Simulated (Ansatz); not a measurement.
The first iterations of a band of ClF4H2STa (9 atoms, charge 0, multiplicity 1).

These are results of RKS B3LYP/def2-SVP in Ansatz, not measurements.

```json
{"movable images": "7", "climbing image": "yes", "spring": "5.0 eV/Å²", "optimiser": "quadratic models (default)", "start path": "through a guess of the saddle point", "force threshold": "0.03 eV/Å", "iteration limit": "60", "end points": "relaxed"}
```

Image 0:

```xyz
9
Properties=species:S:1:pos:R:3
Ta -0.007 0.056 0.137
Cl 2.293 0.571 0.016
F 0.031 0.434 1.986
F 0.192 -1.008 -1.415
F -0.685 1.637 -0.564
F -1.661 -0.817 0.417
S 0.836 -2.458 1.286
H 0.935 -3.134 0.116
H 2.167 -2.218 1.344
```

Image 8:

```xyz
9
Properties=species:S:1:pos:R:3
Ta -0.425 -0.090 0.223
Cl 3.593 -1.192 -0.164
F 0.243 0.987 1.619
F 0.653 0.754 -1.043
F -2.182 0.473 0.481
F -0.936 -1.422 -1.017
S 0.337 -1.890 1.644
H -0.009 -2.898 0.807
H 2.827 -1.658 0.773
```

| iteration | highest image above the first end (eV) | largest band force component (eV/Å) |
| --- | --- | --- |
| 1 | 4.498 | 5.623 |
| 2 | 2.562 | 2.160 |
| 3 | 1.667 | 2.277 |
| 4 | 1.441 | 1.866 |
| 5 | 1.330 | 0.736 |
| 6 | 1.189 | 0.908 |
| 7 | 1.109 | 0.718 |

Task: Does the band converge within its limit, and where does its top end?

Result: The forces met the threshold. It ended after 23 iterations with the highest image 0.936 eV above the first end. The profile has 2 maxima (images 2, 6) with wells between them (image 5): this band takes more than one step, which may be the mechanism or a detour left from its start path. A vibrational analysis at the climbing image gives one clearly imaginary mode, 395i cm⁻¹: a first-order saddle point. The orbitals stay closed-shell, which can raise the energy where a bond breaks towards radicals; this wasn't checked here.

Run time: 12 min on 4 threads of Intel(R) Xeon(R) Platinum 8259CL CPU @ 2.50GHz (Skylake/Cascade Lake) (shared host), peak memory 0.44 GiB.
